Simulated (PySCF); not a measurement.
Compound: C3H8NOSi2 (doublet state).
Z-matrix (Å and degrees, GFN2-xTB geometry), rows numbered from 1:
```
C 
N   1  1.2456
Si  2  1.7227  1  132.31
C   3  1.9074  2  107.59  1   121.81
C   4  1.5359  3  107.66  2    89.57
Si  5  1.9139  4  107.01  3    28.64
O   3  1.6287  2  106.79  1  -131.80
H   1  1.0874  2  119.30  3  -177.38
H   1  1.0942  2  124.76  3     2.70
H   3  1.4597  2  120.23  1   -11.60
H   4  1.0912  3  108.24  2  -152.42
H   4  1.0892  3  114.25  2   -33.67
H   5  1.0912  4  111.40  3   152.21
H   5  1.0914  4  108.92  3   -90.37
H   6  1.4663  5  116.68  4    85.22
```

The hyperfine couplings belong to this conformer and change with its torsions.

The species is `[Si@@H]1(CC[SiH]O1)N=C` [radical].

The calculation used UKS B3LYP, pcH-1 on C H N O Si, non-relativistic, mean-field spin-orbit, GIAO (PySCF). One conformer (not necessarily the lowest) at the GFN2-xTB geometry, without solvent, vibrations or thermal averaging. A GFN2-xTB geometry isn't a minimum of the functional, and hyperfine couplings can be far from their values at a DFT geometry, by a factor of two or more for some ions and for spin on atoms past the first row. The SCF solution wasn't tested for stability.

Problem. The isotropic 29Si couplings are -600.1, -23.9 MHz. Assign them to Si3; Si6.

Solution. 
```
site  a_iso (MHz)  ρ(0) (bohr⁻³)                 position  distance from Si6 (Å)  spin population  largest |T| (MHz)
 Si3        -23.9        +0.0269         2 bonds from Si6                   2.82             0.00                3.7
 Si6       -600.1        +0.6763  largest spin population                   0.00            +0.85              154.8
```

Problem. Match the computed a_iso(13C) values +45.8, +14.3 MHz with the sites C4; C5.

Solution. 
| site | a_iso (MHz) | ρ(0) (bohr⁻³) | position | distance from Si6 (Å) | spin population | largest \|T\| (MHz) |
| --- | --- | --- | --- | --- | --- | --- |
| C4 | +14.3 | +0.0127 | 2 bonds from Si6 | 2.78 | +0.01 | 3.3 |
| C5 | +45.8 | +0.0407 | 1 bond from Si6 | 1.91 | +0.03 | 12.8 |

ρ(0) is the spin density at the nucleus and T the dipolar tensor; a_iso includes a spin–orbit part. The Mulliken spin populations are largest on Si6 (+0.85) and H15 (+0.06). Si6 is the only atom above +0.15. The angles at Si6 add up to 319.4°, so it is pyramidal.

Hardware: one thread, Arm Neoverse N1 (aarch64), on a shared host. Cost: 2.1 min wall (with the writing of density and orbital grids), 1.0 GiB resident at most.
